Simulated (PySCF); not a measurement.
C2H6Mg, triplet (typed; the unrestricted solution is spin-contaminated), at a GFN2-xTB geometry (such geometries of metal compounds can be far from the true shape) (a higher spin typed on purpose: for a closed-shell molecule this is an excited state); HF/def2-SVP run with PySCF.

Here is a job for PySCF.
```python
from pyscf import gto, scf

mol = gto.Mole()
mol.atom = '''
    Mg    0.00649239    0.00659633    0.00925361
    C     1.77650181    0.27541309   -1.45305501
    H     2.44227962   -0.56672341   -1.29653556
    H     2.24984063    1.22007834   -1.20720284
    H     1.35338380    0.27970239   -2.45206587
    C    -1.78374404   -0.28277125    1.44273267
    H    -2.26749666   -1.20844971    1.14918074
    H    -2.43315947    0.57598957    1.30953451
    H    -1.37930330   -0.33560416    2.44797978
'''
mol.basis = 'def2-svp'
mol.spin = 2
mol.verbose = 4
mol.build()

mf = scf.UHF(mol)
mf.init_guess = '1e'
mf = mf.newton()
mf.kernel()
```

Predict the main parts of the log of this PySCF run.


```
PySCF version 2.14.0

[INPUT] verbose = 4
[INPUT] num. atoms = 9
[INPUT] num. electrons = 30
[INPUT] charge = 0
[INPUT] spin (= nelec alpha-beta = 2S) = 2
[INPUT] symmetry False subgroup None
[INPUT] Mole.unit = angstrom
[INPUT] Symbol           X                Y                Z      unit          X                Y                Z       unit  Magmom
[INPUT]  1 Mg     0.006492390000   0.006596330000   0.009253610000 AA    0.012268838994   0.012465257127   0.017486788564 Bohr   0.0
[INPUT]  2 C      1.776501810000   0.275413090000  -1.453055010000 AA    3.357101880694   0.520455311220  -2.745876012827 Bohr   0.0
[INPUT]  3 H      2.442279620000  -0.566723410000  -1.296535560000 AA    4.615239601407  -1.070952033280  -2.450097119160 Bohr   0.0
[INPUT]  4 H      2.249840630000   1.220078340000  -1.207202840000 AA    4.251582614619   2.305613913114  -2.281282744397 Bohr   0.0
[INPUT]  5 H      1.353383800000   0.279702390000  -2.452065870000 AA    2.557524723423   0.528560913486  -4.633732933693 Bohr   0.0
[INPUT]  6 C     -1.783744040000  -0.282771250000   1.442732670000 AA   -3.370787711925  -0.534360218401   2.726369617263 Bohr   0.0
[INPUT]  7 H     -2.267496660000  -1.208449710000   1.149180740000 AA   -4.284947675766  -2.283638987210   2.171636866225 Bohr   0.0
[INPUT]  8 H     -2.433159470000   0.575989570000   1.309534510000 AA   -4.598005015692   1.088462537906   2.474661574567 Bohr   0.0
[INPUT]  9 H     -1.379303300000  -0.335604160000   2.447979780000 AA   -2.606505479709  -0.634199948665   4.626011342673 Bohr   0.0

nuclear repulsion = 74.5607851027033
number of shells = 38
number of NR pGTOs = 126
number of NR cGTOs = 76
basis = def2-svp
ecp = {}

******** <class 'pyscf.soscf.newton_ah.SecondOrderUHF'> ********
method = SecondOrderUHF
initial guess = 1e
damping factor = 0
level_shift factor = 0
DIIS = <class 'pyscf.scf.diis.CDIIS'>
diis_start_cycle = 1
diis_space = 8
diis_damp = 0
SCF conv_tol = 1e-09
SCF conv_tol_grad = None
SCF max_cycles = 50
direct_scf = True
direct_scf_tol = 1e-13
number electrons alpha = 16  beta = 14
******** <class 'pyscf.scf.uhf.UHF'> Newton solver flags ********
SCF tol = 1e-09
conv_tol_grad = None
max. SCF cycles = 50
direct_scf = True
direct_scf_tol = 1e-13
max_cycle_inner = 12
max_stepsize = 0.05
ah_start_tol = 1e+09
ah_level_shift = 0
ah_conv_tol = 1e-12
ah_lindep = 1e-14
ah_start_cycle = 1
ah_max_cycle = 40
ah_grad_trust_region = 2.5
kf_interval = 4
kf_trust_region = 5
canonicalization = True
Set conv_tol_grad to 3.16228e-05
Initial guess from hcore.

Initial guess E= -273.137893989225  |g|= 2.27511
macro= 0  E= -277.759446461053  delta_E= -4.62155  |g|= 0.705597  3 KF 15 JK
macro= 1  E= -278.372953847337  delta_E= -0.613507  |g|= 0.36187  3 KF 17 JK
macro= 2  E= -278.547764678832  delta_E= -0.174811  |g|= 0.0349611  4 KF 23 JK
macro= 3  E= -278.556096498517  delta_E= -0.00833182  |g|= 7.49596e-05  4 KF 19 JK
macro= 4  E= -278.5560964992  delta_E= -6.83201e-10  |g|= 1.54982e-05  1 KF 3 JK
Canonicalize SCF orbitals
macro X = 5  E=-278.5560964992  |g|= 1.54982e-05  total 16 KF 83 JK
converged SCF energy = -278.5560964992  <S^2> = 2.1051179  2S+1 = 3.0692787
```
